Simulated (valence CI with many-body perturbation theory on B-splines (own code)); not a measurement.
**Level structure of Co XIV**

Level of theory: valence CI with perturbative core correlation (CI+MBPT): four valence electrons over a frozen Dirac-Fock core [Ne], radial functions for each j: 11 s, 11 p, 10 d, 8 f, 5 g, 2 h, with the one-electron correlation potential Σ1 (screened to all orders), the two-electron term Σ2, the three-electron term Σ3, Breit, model QED; selected single and double excitations, second order for the rest, scaled by the run's own slope (own B-spline code, finite nucleus).

No measured spectrum was set against this ion. As an estimate, levels of excited configurations hold to 0.05 to 0.15 % of their energy, terms of the ground configuration to about 0.5 %. Among the levels kept, up to 560 cm⁻¹ of a level comes from second order outside the variational space, and about a tenth of that is noise between levels of different J, which matters for small intervals.

Levels 136 to 171 of 171, with energies above the lowest level, 3s2 3p2 3P_0. "Leading %" is the weight of the configuration and term that name the level; weights of strongly mixed levels are sums over their largest components and can fall short. In the jj column 3d3/2^4 stands for four electrons in 3d with j = 3/2. Lifetimes count E1, E2, E3, M1 and M2 decay at the calculated energies, and are blank where another channel may lead or the interval is too uncertain; long ones can be off by a factor of two.

```csv
No.,Configuration,Term,J,E (eV),Leading %,Lifetime,g,Leading jj
136,3s 3p 3d2,5D°,2,149.48,76,27.9 ps,1.412,3s 3p1/2 3d3/2 3d5/2 (62 %)
137,3s 3p 3d2,5D°,3,149.78,62,24.8 ps,1.415,3s 3p1/2 3d3/2 3d5/2 (47 %)
138,3s 3p 3d2,5F°,1,150.11,90,15.1 ps,0.128,3s 3p1/2 3d3/2^2 (35 %)
139,3s 3p 3d2,5D°,4,150.30,50,21.1 ps,1.423,3s 3p1/2 3d5/2^2 (44 %)
140,3s 3p 3d2,5F°,2,150.37,79,16.1 ps,1.105,3s 3p3/2 3d3/2^2 (28 %)
141,3s 3p 3d2,5F°,3,150.76,66,17.7 ps,1.333,3s 3p3/2 3d3/2 3d5/2 (37 %)
142,3s 3p 3d2,5F°,5,151.21,98,15.7 ps,1.397,3s 3p3/2 3d5/2^2 (49 %)
143,3s 3p 3d2,5D°,4,151.33,50,21.0 ps,1.423,3s 3p3/2 3d3/2 3d5/2 (70 %)
144,3p3 3d,1F°,3,151.53,49,16.0 ps,1.063,3p1/2 3p3/2^2 3d3/2 (25 %)
145,3s 3p 3d2,5P°,1,151.69,94,24.2 ps,2.462,3s 3p1/2 3d3/2 3d5/2 (45 %)
146,3p3 3d,1F°,3,151.73,56,21.4 ps,1.101,3p1/2^2 3p3/2 3d5/2 (21 %)
147,3s 3p 3d2,5P°,2,152.26,92,23.8 ps,1.813,3s 3p1/2 3d3/2 3d5/2 (24 %)
148,3p3 3d,1D°,2,152.87,31,13.7 ps,1.094,3p1/2 3p3/2^2 3d5/2 (28 %)
149,3s 3p 3d2,5P°,3,153.07,88,23.6 ps,1.638,3s 3p3/2 3d3/2 3d5/2 (66 %)
150,3s 3p 3d2,3F°,2,153.24,65,23.7 ps,0.733,3s 3p1/2 3d3/2^2 (25 %)
151,3s 3p 3d2,3F°,3,153.84,21,18.7 ps,1.130,3s 3p3/2 3d5/2^2 (20 %)
152,3p3 3d,3D°,1,154.00,50,13.4 ps,0.505,3s 3p3/2 3d3/2 3d5/2 (28 %)
153,3s 3p 3d2,3F°,3,154.08,24,15.5 ps,1.179,3s 3p3/2 3d5/2^2 (17 %)
154,3s 3p 3d2,3F°,4,154.48,52,18.5 ps,1.348,3s 3p3/2 3d5/2^2 (52 %)
155,3p3 3d,1D°,2,154.87,26,13.9 ps,1.089,3p3/2^3 3d3/2 (31 %)
156,3s 3p 3d2,5D°,2,154.95,80,12.1 ps,1.424,3s 3p3/2 3d3/2 3d5/2 (42 %)
157,3s 3p 3d2,5D°,3,154.96,90,12.1 ps,1.484,3s 3p3/2 3d3/2 3d5/2 (56 %)
158,3s 3p 3d2,5D°,1,154.98,98,11.8 ps,1.487,3s 3p3/2 3d3/2^2 (44 %)
159,3s 3p 3d2,5D°,0,155.00,99,11.8 ps,,3s 3p3/2 3d3/2^2 (60 %)
160,3s 3p 3d2,5D°,4,155.18,60,14.5 ps,1.401,3s 3p3/2 3d3/2 3d5/2 (41 %)
161,3p3 3d,3D°,1,156.10,42,13.7 ps,0.514,3s 3p3/2 3d3/2^2 (20 %)
162,3s 3p 3d2,3H°,4,156.18,91,42.4 ps,0.820,3s 3p1/2 3d3/2 3d5/2 (71 %)
163,3s 3p 3d2,3D°,2,156.36,40,15.0 ps,1.162,3p1/2 3p3/2^2 3d5/2 (26 %)
164,3s 3p 3d2,3D°,3,156.73,40,17.4 ps,1.318,3s 3p3/2 3d5/2^2 (40 %)
165,3s 3p 3d2,3H°,5,156.91,81,37.2 ps,1.061,3s 3p1/2 3d3/2 3d5/2 (56 %)
166,3s 3p 3d2,3G°,3,158.33,82,19.0 ps,0.756,3s 3p3/2 3d3/2 3d5/2 (30 %)
167,3s 3p 3d2,3H°,6,158.46,99,44.2 ps,1.166,3s 3p3/2 3d3/2 3d5/2 (78 %)
168,3s 3p 3d2,3G°,4,158.64,76,19.9 ps,1.036,3s 3p3/2 3d3/2 3d5/2 (42 %)
169,3s 3p 3d2,3S°,1,158.73,76,11.3 ps,2.009,3s 3p3/2 3d3/2 3d5/2 (40 %)
170,3s 3p 3d2,5S°,2,158.99,96,8.31 ps,1.997,3s 3p3/2 3d3/2 3d5/2 (44 %)
171,3s 3p 3d2,3G°,5,159.04,69,21.1 ps,1.171,3s 3p3/2 3d3/2 3d5/2 (44 %)
```

Names give the largest LS component (configuration and term), which can be under half, so a name can repeat, a term be missing and a line seem to break the LS rules; names also repeat where a configuration has a term twice.

Where two levels of one J and parity lie close, their mixing, g and order are uncertain.
